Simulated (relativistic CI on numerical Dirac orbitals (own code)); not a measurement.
## Pm XXII: q coefficients and field-shift factors

Method of calculation: Dirac-Coulomb-Breit CI, separate exchange-only KLI orbitals for each configuration, derivatives by finite differences, unscaled Slater integrals, QED left out (own radial code, finite nucleus).

CI space (outside the closed core [Ar] 3d10 4s2): 4p6.4d4, 4p5.4d5, 4p6.4d3.4f, 4p6.4d2.5s2, 4p6.4d.4f.5s2. Double excitations out of closed p, d and f shells are left out; levels of such configurations are missing from the list, as are those of other unlisted configurations, and high levels can miss mixing partners.

With x = (α/α₀)² − 1 an excitation energy changes as ω = ω₀ + qx; K = 2q/ω₀ is the relative enhancement. Terms are leading LS components, so labels can repeat. The field-shift factor is F = δν/δ⟨r²⟩ for the transition from the lowest level.

Lowest level 4p6.4d4 5D_0.

```
       Level  ω₀ (cm⁻¹)  q (cm⁻¹)     K  F (GHz/fm²)
4p6.4d4 5D_1    25086.5     41560  3.31        0.574
4p6.4d4 5D_2    42503.1     60010  2.82        0.854
4p6.4d4 5D_3    53258.5     63630  2.39        0.939
4p6.4d4 5D_4    55221.9     48180  1.74         0.77
4p6.4d4 5D_0    78291.8     74340   1.9         1.16
4p6.4d4 3H_4    81919.2     77950   1.9         1.22
4p6.4d4 3G_3    92482.4     69250   1.5         1.16
4p6.4d4 3F_2    94555.5     63830  1.35         1.11
4p6.4d4 3H_5    99315.3     79880  1.61         1.31
4p6.4d4 3P_1   103157.8     84100  1.63         1.37
4p6.4d4 3H_6   106519.4     81800  1.54         1.36
4p6.4d4 3G_4   116471.8     84580  1.45         1.43
4p6.4d4 3D_2   119767.8     83340  1.39         1.43
```

At this charge energies of transitions that change n are usually good to better than 1 %, and those within a shell (Δn = 0) to a few per cent. Terms inside the open d or f shell come out 10 to 20 % too wide with unscaled integrals.
